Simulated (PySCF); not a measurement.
**Spinor energies of Cs⁺ (caesium, charge +1)**

Start: [Xe]. Calculated with PySCF 2.14 in x2c-TZVPPall-2c with one added diffuse shell each of s, p, d type (12s12p10d2f1g, 121 functions): generalised Hartree-Fock with the X2C-1e Hamiltonian and a Gaussian nucleus; spin-orbit coupling (SO) screened by Boettger's factors.

```
spinor shell  electrons  ε, screened SO (eV)  weight of nominal j (screened SO)  rms radius, screened SO (bohr)
       1s1/2          2             -36160.5                              1.000                          0.0298
       2s1/2          2              -5780.1                              1.000                           0.121
       2p1/2          2              -5425.4                              1.000                           0.105
       2p3/2          4              -5069.9                              1.000                           0.110
       3s1/2          2              -1250.1                              1.000                           0.318
       3p1/2          2              -1100.6                              1.000                           0.310
       3p3/2          4              -1030.5                              1.000                           0.322
       3d3/2          4              -770.27                              1.000                           0.294
       3d5/2          6              -755.62                              1.000                           0.298
       4s1/2          2              -258.70                              1.000                           0.738
       4p1/2          2              -202.65                              1.000                           0.769
       4p3/2          4              -188.23                              1.000                           0.796
       4d3/2          4              -94.877                              1.000                           0.896
       4d5/2          6              -92.427                              1.000                           0.907
       5s1/2          2              -40.539                              1.000                            1.88
       5p1/2          2              -24.720                              1.000                            2.15
       5p3/2          4              -22.872                              1.000                            2.25
```

```
   quantity  screened SO
E (hartree)  -7784.40967
        M_J            0
       ⟨J²⟩        0.000
       ⟨L²⟩        0.034
       ⟨S²⟩        0.034
```

Breit and QED terms are absent; they matter most for the inner s and p1/2 levels.

Densities and radii are taken from the X2C orbitals without a picture-change correction, which distorts them close to the nucleus.
